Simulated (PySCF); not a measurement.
Species: C5H9N2S (charge +1).
Numbering: `[CH3:1][S:2][c:3]1[nH+:4][cH:5][nH:6][c:7]1[CH3:8]`

Cartesian coordinates in Å at the GFN2-xTB level; atoms count from 1:
```xyz
17
C5H9N2S angstrom
C      2.594    0.470   -0.149
S      1.703   -0.730   -1.173
C      0.073   -0.686   -0.562
N     -0.754   -1.735   -0.891
C     -1.966   -1.536   -0.378
N     -1.934   -0.384    0.281
C     -0.691    0.187    0.193
C     -0.405    1.503    0.813
H      3.632    0.381   -0.457
H      2.241    1.476   -0.345
H      2.502    0.201    0.897
H     -0.464   -2.522   -1.457
H     -2.811   -2.186   -0.482
H     -2.713    0.030    0.778
H      0.399    1.436    1.542
H     -0.120    2.233    0.057
H     -1.292    1.874    1.321
```

NICS is the negative of the GIAO shielding at a point without a nucleus: at the ring centre (0) and 1 Å above and below it (1); zz is the component along the ring normal. Level: GIAO PBE0/pcSseg-1 (PySCF, non-relativistic, gas phase) on the GFN2-xTB geometry, one conformer.

Ring bond lengths (Å), with Mayer bond orders in brackets: C3–N4 1.376 (1.09), N4–C5 1.331 (1.29), C5–N6 1.327 (1.31), N6–C7 1.371 (1.09), C7–C3 1.385 (1.47).

Problem. What do the NICS probes read (ppm)?

Solution. 
| ring | type | NICS(0) | NICS(1), two faces | NICS(1)zz, two faces | rms pucker (Å) | centre to ring atoms, mean (Å) |
| --- | --- | --- | --- | --- | --- | --- |
| C3–N4–C5–N6–C7 | 5-membered ring with 2 N; formal bonds all aromatic | -13.4 | -9.7 / -9.6 | -25.0 / -24.9 | 0.00 | 1.15 |

Problem. What can be read from them?

Solution. 
- C3–N4–C5–N6–C7: mean NICS(1)zz -24.9 ppm, shielded. The ring is flat and has no four-coordinate atom; by the NICS criterion it is aromatic.

Problem. What does the geometric index give? HOMA takes Krygowski's 1993 parameters.

Solution. 
- C3–N4–C5–N6–C7: HOMA 0.94; the largest term is that of C3–N4, α(R − Ropt)² = 0.16. The geometric and the magnetic index point the same way.

Problem. At the first NICS(1) probe listed for ring C3–N4–C5–N6–C7, 1 Å off the ring, what do the in-plane components average?

Solution. The isotropic value is a third of the trace: (3 × -9.7 − (-25.0))/2 = -2.0 ppm.

Problem. How shielded are the nuclei of the rings and their hydrogens (means over atoms taken as equivalent)?

Solution. 
```tsv
atoms	environment	σ isotropic (ppm)	principal values of the symmetric part, first atom (ppm)
C3	substituted aromatic carbon	47.0	-25.6, 43.7, 122.8
N4	three-coordinate ring nitrogen	70.9	-33.5, 81.0, 165.1
C5	aromatic CH next to a ring nitrogen	55.1	4.7, 26.5, 134.2
N6	ring nitrogen	64.8	-42.2, 77.4, 159.1
C7	substituted aromatic carbon	54.7	-16.1, 51.3, 129.0
H12	N–H hydrogen	22.60	16.6, 24.0, 27.2
H13	aromatic hydrogen	23.84	19.8, 23.9, 27.7
H14	N–H hydrogen	22.51	17.3, 23.0, 27.3
```
